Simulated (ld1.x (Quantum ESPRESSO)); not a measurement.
**Before and after: ultrasoft potential for tantalum (Ta)**

tantalum, ultrasoft, made with ld1.x (Quantum ESPRESSO) 7.5 (PBE, fully relativistic). Core [Kr] 4d10 4f14, reference 5s2 5p6 5d3 6s1 6p1. Waves: 5s (bound): rcut 1.40, rcutus 1.70 bohr; 6s (bound): rcut 1.40, rcutus 1.70 bohr; 5p (bound): rcut 1.90, rcutus 2.45 bohr; 6p (bound): rcut 1.90, rcutus 2.45 bohr; 5d (bound): rcut 1.90, rcutus 2.15 bohr; 5d channel at 3.5 Ry: rcut 1.90, rcutus 2.15 bohr. Local part: all-electron potential smoothed inside 2.35 bohr (lloc = -2). Core correction: none. Augmentation charge: PSQ, inside the norm-conserving radii.

Open shells are filled in proportion to 2j + 1 (rel_dist='average').

All-electron outer shells of the reference configuration (PBE, scalar-relativistic, ld1.x):

```json
{"shell": "4d", "level (eV)": "-223.72", "outermost node (bohr)": "0.22", "outermost maximum (bohr)": "0.46"}
{"shell": "5s", "level (eV)": "-74.53", "outermost node (bohr)": "0.54", "outermost maximum (bohr)": "0.98"}
{"shell": "5p", "level (eV)": "-40.93", "outermost node (bohr)": "0.58", "outermost maximum (bohr)": "1.13"}
{"shell": "4f", "level (eV)": "-26.23", "outermost node (bohr)": "–", "outermost maximum (bohr)": "0.44"}
{"shell": "6s", "level (eV)": "-6.41", "outermost node (bohr)": "1.32", "outermost maximum (bohr)": "2.74"}
{"shell": "5d", "level (eV)": "-4.89", "outermost node (bohr)": "0.65", "outermost maximum (bohr)": "1.56"}
{"shell": "6p", "level (eV)": "-2.10", "outermost node (bohr)": "1.59", "outermost maximum (bohr)": "3.75"}
```

Change: local potential all-electron potential smoothed inside 1.80 bohr (lloc = -2).

Cutoffs: the cutoffs (Ry, on a coarse ladder) from which the occupation-weighted sum of valence levels, in a spherical-Bessel basis at the reference potential, stays within 10 and 1 mRy of its value at 400 Ry; they do not see the model core or the augmentation charge, which bear on the density cutoff. Errors are all-electron minus pseudo energies relative to the spin-unpolarised reference configuration.

Question: What does the change do?

Answer: The potential gets neither clearly harder nor softer (25 Ry and 40 Ry → 25 Ry and 40 Ry); the p channel sets the loose cutoff, while the largest relative change is in s, which becomes softer; the errors of the 6 common tests hardly move; the range in which the p1/2 phases agree narrows (upper end at the end of the scan → 0.7); the range in which the p3/2 phases agree narrows (upper end at the end of the scan → 0.6); neither file shows a bound ghost at the reference potential, the only one tested.

```tsv
quantity	base	changed
cutoff, loose	25 Ry	25 Ry
cutoff, tight	40 Ry	40 Ry
loose cutoff by channel (10 mRy a level)	s 21 Ry, p 21 Ry, d 18 Ry	s 18 Ry, p 21 Ry, d 18 Ry
bound ghosts	none	none
tests counted (converged, no solver errors)	6 of 7	6 of 7
error for 5s2 5p6 5d3 6s2 6p0, meV [ΔE -4.15 eV]	+0.7	+0.7
error for 5s2 5p6 5d3 6s1 6p0, meV [ΔE 4.33 eV]	+3.5	+3.5
error for 5s2 5p6 5d3 6s0 6p0, meV [ΔE 19.30 eV]	+58	+59
error for 5s2 5p6 5d3 6s1.5 6p0, meV [ΔE -0.68 eV]	-0.9	-1.0
error for 5s2 5p6 5d4 6s0 6p0, meV [ΔE 5.76 eV]	+46	+46
error for 5s2 5p6 5d2 6s0 6p0, meV [ΔE 42.89 eV]	+65	+70
s: phases at 2.66 bohr within 0.05 rad from the reference energy up to (Ry; the scan ends near 5)	to the end of the scan	to the end of the scan
p1/2: phases at 2.66 bohr within 0.05 rad from the reference energy up to (Ry; the scan ends near 5)	to the end of the scan	0.7
p3/2: phases at 2.66 bohr within 0.05 rad from the reference energy up to (Ry; the scan ends near 5)	to the end of the scan	0.6
d3/2: phases at 2.66 bohr within 0.05 rad from the reference energy up to (Ry; the scan ends near 5)	to the end of the scan	to the end of the scan
d5/2: phases at 2.66 bohr within 0.05 rad from the reference energy up to (Ry; the scan ends near 5)	to the end of the scan	to the end of the scan
lowest overlap eigenvalue by channel	s 0.17, p1/2 0.77, p3/2 0.08, d3/2 0.24, d5/2 0.25	s 0.14, p1/2 0.80, p3/2 0.11, d3/2 0.28, d5/2 0.31
```

Base: Tests not counted: 5s2 5p6 5d2 6s2 6p0 (pseudo-atom not self-consistent, printed error -8.0 meV). Changed file: Tests not counted: 5s2 5p6 5d2 6s2 6p0 (pseudo-atom not self-consistent, printed error +7.0 meV).
